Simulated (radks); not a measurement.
Problem. These are the eigenvalues of the occupied orbitals of an atom or ion with whole-number occupations (hartree). Calculated with a radial shooting solver on a logarithmic mesh with Libxc functionals: scalar-relativistic Kohn-Sham, BLYP, spin-polarised, spherical densities, finite nucleus; Fermi nuclear charge, rms radius of each element as measured or else 0.836 A^(1/3) + 0.57 fm.

orbital  eigenvalue
1s down   -2572.880
1s up     -2572.879
2s up     -460.2890
2s down   -460.2834
2p up     -405.1094
2p down   -405.1054
3s up     -121.1296
3s down   -120.9468
3p up     -104.7772
3p down   -104.5935
3d up     -85.93460
3d down   -85.79439
4s up     -39.74085
4s down   -39.42445
4p up     -34.22124
4p down   -33.91640
4d up     -27.24462
4d down   -26.94577
4f up     -19.47597
4f down   -19.16198

Which element is it, and in what charge state? The configuration may be excited. Open shells, if any, are filled with parallel spins first.

Solution. Z = 74, tungsten, charge +20: W20+ in [Kr] 4d10 4f8. The list shows which subshells hold electrons but not how many an open one holds; the 1s level, -2572.9 hartree, gives Z - s = 71.7 by -(Z - s)^2/2, which with screening and relativity narrows Z to a few neighbours, and the depths of the outer levels then fix element, charge and occupations together.
